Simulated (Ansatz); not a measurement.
Reaction (hydrogen abstraction from the Si–H bond): `I[SiH](I)I` + Cl• → `I[Si](I)I`• + HCl

Calculated with Ansatz (gas phase, PBE0-D4/def2-TZVP geometries, no zero-point term in ΔE). CCSD(T)/CBS adds triple-zeta CCSD(T) − MP2 to the extrapolated MP2 energy (def2 sets, frozen cores). This one scheme is used for every species, atoms too. DFT in def2-TZVPP. No spin–orbit coupling; open shells (•) take unrestricted orbitals. Spin–orbit coupling would lower the free atoms: a little for Cl. Elements past krypton have def2 core potentials. Bonds to I are less sure, by a few kJ/mol each and by 10 to 20 or more in all where they break to atoms, as the def2 sets lack core-valence functions.

CCSD(T)/CBS gives -18.5 kcal/mol.

(1) Another level gave -25.7 kcal/mol. Which?
A. BLYP/def2-TZVPP
B. HF/def2-TZVPP
C. ωB97X-V/def2-TZVPP
D. revPBE/def2-TZVPP

Largest T1 diagnostic among the species: 0.011.

Answers

(1) D. revPBE -25.7, ωB97X-V -17.3, HF/def2-TZVPP -6.7, BLYP -24.3 kcal/mol.

At CCSD(T), def2-SVP lies +3.7 kcal/mol from the extrapolated value and def2-TZVPP +1.3 kcal/mol. Leaving LDA and LC-ωPBE aside and taking each functional with its dispersion term where it has one, the values, not all of them listed here, spread over 10.6 kcal/mol, from PBE-D4 to BHLYP-D4. LDA lies −4.6 kcal/mol from PBE without D4.

CCSD(T)/CBS has its own doubt, a few kJ/mol and more with outer-core shells, so smaller differences from it don't rank the levels.
